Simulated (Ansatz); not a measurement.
**Run times for CH4BFOSi (SMILES O=CB[SiH2]F)**

CH4BFOSi: 9 atoms, total charge 0, spin state singlet. As SMILES, `O=CB[SiH2]F`. The shape is that of a PBE0-D4/def2-TZVP optimisation. This is one conformer, not always the lowest.

```xyz
9

O    -0.7895    0.7804    1.7038
C    -0.1283    1.4421    0.9104
B     0.6281    0.1887    0.4958
Si   -0.0772   -1.0076   -0.9450
F    -1.3608   -0.3492   -1.6597
H    -0.2624    2.5250    0.7785
H     1.6087   -0.0849    1.1217
H     0.9640   -1.2026   -1.9919
H    -0.4942   -2.3381   -0.4309
```

Program: Ansatz 0.2.0. Hardware: 1 thread of Arm Neoverse V1, shared host, so times are rough. Ansatz fits the integrals of SCF and DFT runs by default. Its times include its search for lower SCF states.

Estimate their order by wall time, quickest first.
A. gradient at HF/6-311G**
B. gradient at HF/STO-3G
C. gradient at MP2/cc-pVDZ-F12 (sfX2C), 9 core orbitals frozen
D. energy at MP2/6-31++G** (Cartesian functions), 9 core orbitals frozen

B (1 s), D (3 s), A (8.4 s), C (28 s).
